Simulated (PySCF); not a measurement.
Bi(H)2(OH) (BiH₃O), SMILES [OH][BiH2]. Heavy atoms are numbered as in [BiH2:1][OH:4]. Hydrogens are named by the atom that carries them.

Geometry optimised at PBE0-D3(BJ)/def2-TZVP. The def2 effective core potentials stand for the cores of Bi; spin–orbit coupling is left out.

All values below come from HF/def2-TZVPD in PySCF.

Mulliken values depend strongly on the basis, most of all with diffuse functions as here. ESP charges are fitted to the potential on shells at 1.4 to 2.0 van der Waals radii. Atomic charges (e), one atom of each kind:

```tsv
atom	Mulliken	ESP fit
Bi1 (BiH2)	0.58	0.52
H on Bi1	-0.05	-0.11
O4 (OH)	-0.82	-0.67
H on O4	0.34	0.37
```
